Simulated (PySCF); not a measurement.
## Stretching SbBr⁺

Set-up: Sb def2-SVP with ECP28, Br def2-SVP; scalar-relativistic core potentials (PySCF 2.14). Energies in eV from Sb⁺ + Br in their ground configurations at the same level. State: ²Π (doublet), unpaired electrons π ↑.

All columns are UHF. A positive dipole points towards Br; it is taken about the centre of mass and depends on that origin.

```csv
R (Å),E (eV),μ (D),Mulliken charge on Sb (basis-dependent),HOMO (eV),LUMO (eV),Mayer bond order,⟨S²⟩
2.075,-0.018,-1.59,0.92,-14.55,-6.96,1.57,0.76
2.172,-0.900,-2.24,0.98,-14.77,-7.17,1.50,0.76
2.268,-1.372,-2.89,1.03,-14.98,-7.37,1.44,0.76
2.341,-1.533,-3.37,1.06,-15.12,-7.52,1.40,0.76
2.413,-1.573,-3.84,1.08,-15.25,-7.65,1.37,0.76
2.485,-1.521,-4.29,1.10,-15.37,-7.78,1.33,0.76
2.582,-1.352,-4.85,1.12,-15.50,-7.93,1.29,0.77
2.703,-1.037,-5.46,1.13,-15.61,-8.09,1.22,0.78
2.847,-0.631,-5.59,1.09,-15.66,-8.18,0.97,0.99
3.040,-0.298,-5.43,1.02,-15.70,-8.14,0.54,1.34
```

A fit through these points gives, at Re = 2.405 Å, μ = -3.79 D and dμ/dR = -6.37 D/Å; the reduced mass is 47.75 u.

**Question.** How strong is the fundamental in the double-harmonic approximation, I = 42.26·(dμ/dR)²/μred km/mol?

**Answer.** I = 42.26·(-6.37)²/47.75 = 35.9 km/mol at UHF.

⟨S²⟩ of the unrestricted solution departs from its pure value on part of the curve, where spin states mix. Spin–orbit coupling is left out, which matters for elements this heavy, above all for dissociation energies. For an ion De counts to the pair picked by the measured ionisation energies or electron affinities, which need not be the lowest pair at this level. Hartree–Fock leaves out correlation, which carries a large part of most bond energies and some tenths to 1 eV of ionisation energies. The state is the lowest determinant that a PBE0 search found; another state may lie lower at other levels.
